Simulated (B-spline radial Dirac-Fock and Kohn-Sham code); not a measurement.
**3p3/2 photoionisation of Fe²⁺ near threshold**

System: the Fe²⁺ ion, [Ar] 3d6. The computed 3p3/2 threshold is 89.38 eV; without correlation, outer thresholds are uncertain by 1 to 2 eV. With an open shell the threshold is an average over the terms of the final ion.

The run's input, task.json:

```json
{"items": [{
  "Z": 26,
  "q": 2,
  "cfg": [[1, 0, 2], [2, 0, 2], [2, 1, 6], [3, 0, 2], [3, 1, 6], [3, 2, 6]],
  "A": 56,
  "rrms": 3.7377,
  "do": ["binding", "quiet", "photo", "scan"],
  "hv": [150, 199.0, 289.0, 400, 486.0, 800, 1000, 1050.0, 2984.4, 3690.0, 12000, 30000, 80000, 102000.0, 164000.0, 173000.0]
}]}
```

Run with: `python xray_run.py task.json out`

Method: Dirac-Hartree-Slater photoionisation with all multipoles and Dirac-Fock thresholds. Computed with a B-spline atomic structure program. Interchannel coupling and autoionising resonances are not included, so magnitudes near threshold are approximate.

Q: How do σ and β run from threshold to 400 eV kinetic energy?

A: The cross section shows no minimum in this range. Its largest value, 0.678 Mb, lies 67 eV above threshold, delayed by the centrifugal barrier of the l+1 channel. β ranges from -0.76 (at 2.9 eV) to 1.62.

```tsv
kinetic energy (eV)	σ (Mb)	β
1.5	0.467	-0.75
1.9	0.468	-0.75
2.3	0.468	-0.76
2.9	0.469	-0.76
3.7	0.471	-0.76
4.6	0.473	-0.75
5.7	0.476	-0.73
7.2	0.481	-0.71
9.0	0.489	-0.66
11.2	0.499	-0.58
14.0	0.513	-0.48
17.5	0.532	-0.34
21.9	0.556	-0.17
27.4	0.585	0.04
34.2	0.617	0.26
42.8	0.647	0.49
53.5	0.670	0.71
66.9	0.678	0.92
83.7	0.665	1.09
104.7	0.628	1.24
130.9	0.568	1.36
163.6	0.493	1.45
204.6	0.411	1.52
255.8	0.326	1.57
319.9	0.249	1.60
400.0	0.182	1.62
```
